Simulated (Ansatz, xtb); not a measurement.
**C2H8N2Sn: which of two conformers lies lower**

We compare I, `CC[NH][Sn][NH2]`, a singlet, with II, `CC[NH][Sn][NH2]`, a singlet. Both are isolated molecules in the gas phase, relaxed with PBE0-D4/def2-SVP.

I (Å):

```tsv
atom	x (Å)	y (Å)	z (Å)
C	2.9417	0.1569	2.0492
C	2.0639	0.4706	0.8441
N	0.6577	0.5350	1.1480
N	-2.1712	1.2301	1.7653
Sn	-0.5118	2.2104	1.1091
H	4.0077	0.1144	1.7732
H	2.6713	-0.8169	2.4898
H	2.8131	0.9217	2.8310
H	2.2680	-0.2745	0.0481
H	2.3751	1.4416	0.4166
H	0.2796	-0.3529	1.4698
H	-3.0657	1.6916	1.8893
H	-2.2417	0.2414	1.9850
```

II (Å):

```xyz
13

C     1.5496   -0.5823    0.2922
C     1.4204    0.8050   -0.3287
N     1.4711    1.8875    0.6217
N    -1.4928    1.5746    0.8934
Sn   -0.0409    2.7578    1.6930
H     0.7319   -0.7617    1.0081
H     1.5179   -1.3739   -0.4745
H     2.4999   -0.6791    0.8411
H     2.2082    0.9352   -1.0950
H     0.4686    0.8633   -0.8871
H     2.4188    2.1451    0.8808
H    -2.4778    1.7194    1.0860
H    -1.3601    0.8133    0.2356
```

Task: Estimate which is lower in electronic energy at CCSD(T)/def2-SVP + ΔMP2/def2-TZVPP, and by roughly how much.

Result: CCSD(T)/def2-SVP + ΔMP2/def2-TZVPP gives E(II) − E(I) = −0.024 eV, slightly favouring structure II, which is too small a margin to settle the true order.

The same difference at several levels:

```csv
level,geometry,E(II) − E(I) (eV),departure from the last row (eV),"job, with rough time for the two"
PBE0-D4/def2-SVP,PBE0-D4/def2-SVP,−0.019,+0.005,"optimisation, 1.7 min"
HF/def2-SVP,PBE0-D4/def2-SVP,+0.034,+0.057,part of the CCSD(T) run
MP2/def2-SVP,PBE0-D4/def2-SVP,−0.011,+0.013,part of the CCSD(T) run
CCSD(T)/def2-SVP,PBE0-D4/def2-SVP,−0.013,+0.011,single point
CCSD(T)/def2-SVP + ΔMP2/def2-TZVPP,PBE0-D4/def2-SVP,−0.024,,"single point, 1.8 min"
```

The largest departure from CCSD(T)/def2-SVP + ΔMP2/def2-TZVPP is that of HF/def2-SVP, 0.057 eV. Levels run at GFN2-xTB geometries aren't shown. The last row adds to CCSD(T) the change of the MP2 difference between the two basis sets, here −0.011 eV.

With thermal terms from frequencies at re-optimised GFN2-xTB minima (ideal gas, soft modes damped towards free rotors, one conformer each, 298.15 K, 1 atm): the zero-point term adds +0.001 eV; ΔH is −0.024 and ΔG −0.016 eV.

The correlated steps freeze 8 core orbitals; the filled d shell of Sn is correlated, in a basis made for valence electrons. Atoms past krypton carry core potentials in the def2 sets and no spin–orbit term is included. Run with Ansatz 0.2.0, xtb 6.7.1; the last row on 2 threads of Arm Neoverse V1 on a shared host.
